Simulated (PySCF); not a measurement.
Excitations are Tamm–Dancoff values on a coarser integration grid. The basis has no diffuse functions, so Rydberg states are missing or too high.

Z-matrix (Å, degrees):
```
Al
I 1 2.4633
I 1 2.4633 2 120.00
I 1 2.4633 2 120.00 3 180.00
```
Charge 0, multiplicity 1.

Predict the HOMO, HOMO–LUMO gap and S1–T1 gap (TDA) from TPSSh-D3(BJ)/def2-TZVP // B3LYP-D3(BJ)/def2-TZVP run with PySCF.


The HOMO is -7.15 eV and the HOMO–LUMO gap comes out as 4.87 eV. The S1–T1 gap (TDA) is 0.24 eV.
